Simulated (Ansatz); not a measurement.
```yaml
crystal:
  periodic: [false, false, false]
  atoms:
    - {symbol: C, position_ang: [0.535618, 1.369040, -3.405829]}
    - {symbol: C, position_ang: [0.077529, 1.042961, -2.333559]}
    - {symbol: In, position_ang: [-0.779260, 0.506355, -0.492999]}
    - {symbol: B, position_ang: [-1.531422, -0.132398, 1.465900]}
    - {symbol: C, position_ang: [-0.268700, -0.735156, 1.803313]}
    - {symbol: N, position_ang: [0.834313, -0.669542, 0.831674]}
    - {symbol: H, position_ang: [0.943560, 1.654175, -4.349396]}
    - {symbol: H, position_ang: [-2.585307, -0.009090, 1.999662]}
    - {symbol: H, position_ang: [-0.029375, -1.253540, 2.732681]}
    - {symbol: H, position_ang: [1.646066, -0.182760, 1.199840]}
    - {symbol: H, position_ang: [1.156987, -1.590035, 0.548705]}
basis:
  gaussian: {orbitals: def2-SVP, fitting: {mean_field: cc-pVTZ-jkfit}, point_charges: [{charge: 0.50, position_ang: [5.292, 0.405, -0.698]}]}
hamiltonian: {xc: {name: B3LYP}, dispersion: d4}
accuracy: high
```

```sh
$ ansatz run in.yaml --threads 4 --pin off --events-out ev --progress --plain --max-ram 10444MiB
```

(1) How does Ansatz answer? (Estimate.)

Answers

(1) Ansatz gave: The input was rejected before any iteration.
```
Functional definition: B3LYP
Error: <dir> the basis set cc-pVTZ-JKFIT has no functions for In
```

B3LYP here is the variant with VWN-RPA as its local correlation; programs differ in this.
